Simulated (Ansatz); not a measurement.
Relaxation of Cl2H7NO2SiTi (14 atoms, charge 0, multiplicity 1), to a largest force component of 0.03 eV/Å in at most 50 steps.

Computed with Ansatz 0.2.0, RKS PBE/def2-SVP.

```xyz
14
Properties=species:S:1:pos:R:3:forces:R:3
Ti 0.267 -0.408 -0.484 0.56 -0.19 0.61
Cl -1.148 -0.042 2.779 0.75 -0.25 -0.05
Cl 1.251 -0.592 -2.469 0.03 -0.02 -0.05
N -0.239 1.357 -0.191 0.01 -0.04 -0.03
H -1.099 1.654 0.282 0.00 -0.01 0.01
H 0.376 2.157 -0.384 0.00 0.01 -0.01
O -1.128 -1.504 -0.330 0.02 -0.04 -0.08
Si -2.104 -2.804 0.136 0.08 0.11 0.02
H -1.878 -3.082 1.595 -0.02 -0.03 -0.01
H -3.541 -2.450 -0.114 -0.01 0.00 0.01
H -1.732 -4.012 -0.678 -0.01 0.00 0.00
O 1.551 -0.823 0.838 -0.80 0.22 -0.48
H 1.908 -1.732 0.800 0.01 0.02 0.05
H 0.095 -0.410 2.435 -0.63 0.21 0.01
```

Problem. Where does it end, and by what steps?

Solution. The forces met the threshold. The force dipped under the threshold on the way, but the program's further checks kept it going. After 33 steps the energy has fallen by 0.194 eV; H5 moved furthest, 1.29 Å.

| step | energy less start (eV) | largest force component (eV/Å) | accepted |
| --- | --- | --- | --- |
| 0 | 0.0000 | 0.803 | yes |
| 2 | -0.1188 | 0.237 | yes |
| 4 | -0.1446 | 0.077 | yes |
| 6 | -0.1512 | 0.075 | yes |
| 8 | -0.1608 | 0.179 | yes |
| 10 | -0.1684 | 0.104 | yes |
| 12 | -0.1758 | 0.115 | yes |
| 14 | -0.1808 | 0.063 | yes |
| 16 | -0.1824 | 0.049 | yes |
| 18 | -0.1837 | 0.164 | yes |
| 20 | -0.1854 | 0.160 | no |
| 22 | -0.1905 | 0.045 | yes |
| 24 | -0.1916 | 0.040 | yes |
| 26 | -0.1927 | 0.098 | yes |
| 28 | -0.1921 | 0.116 | no |
| 30 | -0.1939 | 0.055 | yes |
| 32 | -0.1942 | 0.026 | yes |
| 33 | -0.1943 | 0.028 | yes |

```xyz
14
Properties=species:S:1:pos:R:3
Ti 0.302 -0.396 -0.426
Cl -0.840 -1.067 3.242
Cl 1.741 -0.925 -2.047
N -0.378 1.321 -0.656
H -1.324 1.555 -0.980
H 0.161 2.174 -0.464
O -1.077 -1.508 -0.405
Si -2.151 -2.690 0.170
H -1.415 -3.665 1.042
H -3.267 -2.024 0.918
H -2.707 -3.407 -1.030
O 1.267 -0.409 1.144
H 2.095 -0.911 1.272
H 0.171 -0.739 2.437
```

Whether the end is a true minimum wasn't checked by a vibrational analysis.

Time of the run: 110 s on 4 threads of Arm Neoverse V2, on a shared host, peak memory 0.29 GiB.
